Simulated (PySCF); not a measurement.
## One change at a time: excitation energies

Computed, not measured: TDDFT PBE0/def2-SVPD, vertical, gas phase, core orbitals frozen in the response in PySCF 2.14.0, density-fitted response routines. Geometries: GFN2-xTB; one conformer of each isolated species. Triplets are in the Tamm–Dancoff approximation.

Parent: `CO[Si@H](N)O`, with lowest singlet excitation energy 6.95 eV, HOMO–LUMO gap 8.21 eV, HOMO energy -7.79 eV, lowest triplet energy 6.64 eV. Its spectrum: 178 nm (f 0.044); 166 nm (f 0.009); 164 nm (f 0.010); 156 nm (f 0.015); 154 nm (f 0.012).

Shifts from the parent:

```csv
change,SMILES,Δ S1 (eV),Δ gap (eV),Δ HOMO (eV),Δ T1 (eV)
H on Si replaced by COOH,CO[Si@@](N)(O)C(=O)O,-1.94,-1.14,+0.08,-2.33
H on Si replaced by NHCHO,CO[Si@](N)(O)NC=O,-1.30,-0.62,+0.31,-1.50
```

(1) Predict the same shifts for this change: H on Si replaced by NH2 (`CO[Si](N)(N)O`).

Answers

(1) Δ lowest singlet excitation energy -0.60 eV, Δ HOMO–LUMO gap -0.63 eV, Δ HOMO energy +0.33 eV, Δ lowest triplet energy -0.54 eV. Spectrum: 6.36 eV (f 0.032); 6.64 eV (f 0.043); 7.32 eV (f 0.007); 7.57 eV (f 0.006); 7.73 eV (f 0.017). S1 falls most with H on Si replaced by COOH (-1.94 eV); all changes lower it. S1 is simply the lowest singlet of each species and needn't be the same kind of state throughout.

Lowest levels of each derivative:
- `CO[Si](N)(N)O`: 6.36 eV (f 0.032); 6.64 eV (f 0.043); 7.32 eV (f 0.007)
- `CO[Si@@](N)(O)C(=O)O`: 5.02 eV (f 0.004); 6.32 eV (f 0.018); 6.82 eV (f 0.002)
- `CO[Si@](N)(O)NC=O`: 5.66 eV (f 0.001); 6.56 eV (f 0.043); 6.77 eV (f 0.046)

Without π bonds the low states are Rydberg-like; a valence basis with one diffuse set may place them up to an eV too high.
